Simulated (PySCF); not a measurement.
# $^{29}$Si chemical shifts

[PySCF 2.14.0 with density-fitted response routines: σ from GIAO-PBE0/pcSseg-1; geometry: PBE0-D3(BJ)/def2-SVP; no solvent; relativity neglected; one computed conformer; rapidly exchanging positions averaged]

Shieldings were converted by a linear fit to measured shifts: $^{29}$Si: δ = 280.74 − 0.836σ (rms 8.9 ppm, 83 shifts, 23.9 ppm with the 6 outliers that the fit left out vs TMS, solution or neat liquid). A few per cent of atoms miss by over 2 rms, more outside the fitted compound classes.

Give the $^{29}$Si shifts of `[SiH3][Si]([SiH3])([SiH3])[SiH3]`, `N[SiH2]CC[SiH2]O`, `CO[SiH](OC)OC`, `Fc1cccn1[SiH3]`.

## Answers


| compound | environment | δ (ppm) |
| --- | --- | --- |
| [SiH3:1][Si:2]([SiH3:3])([SiH3:4])[SiH3:5] | Si1/3/4/5: silicon bonded to Si, 3 H (×4) | -95.8 |
| [SiH3:1][Si:2]([SiH3:3])([SiH3:4])[SiH3:5] | Si2: silicon bonded to 4 Si | -146.3 |
| [NH2:1][SiH2:2][CH2:3][CH2:4][SiH2:5][OH:6] | Si5: silicon bonded to C, O, 2 H | -24.9 |
| [NH2:1][SiH2:2][CH2:3][CH2:4][SiH2:5][OH:6] | Si2: silicon bonded to C, N, 2 H | -29.6 |
| CO[SiH](OC)OC | silicon bonded to 3 O, H | -60.8 |
| Fc1cccn1[SiH3] | silicon bonded to N, 3 H | -55.1 |
